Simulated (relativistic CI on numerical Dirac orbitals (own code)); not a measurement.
**The spin-orbit constant of I⁺ from its measured fine structure**

Problem. The ground term ³P of I⁺ (5s²5p⁴) has the measured levels J = 0: 6447.9, J = 1: 7087.0, J = 2: 0.0 cm⁻¹ (NIST Handbook of Basic Atomic Spectroscopic Data (Sansonetti and Martin, J. Phys. Chem. Ref. Data 34, 1559 (2005))). Test the interval rule and estimate ζ(5p).

Working.
1. In LS coupling E(J) − E(J − 1) = AJ. The intervals give A = 639.1 (J = 1), -3543.5 (J = 2) cm⁻¹.
2. These values spread by 195 % of their mean, from second-order spin-orbit mixing with other terms and from spin-spin terms.
3. The whole width divided by the sum of the upper J values gives a mean A = -2149.3 cm⁻¹.
4. For the Hund term of a shell that is more than half full, A = −ζ/2S with 2S = 2, so ζ = 4299 cm⁻¹.

Check. The value calculated from Dirac-Coulomb-Breit radial functions of this configuration is ζ = 5892 cm⁻¹, 37 % above the estimate from measurement. The same recipe applied to the calculated levels returns 4095 cm⁻¹, which shows the bias of the recipe itself. Where the interval rule fails, the estimate is only rough.
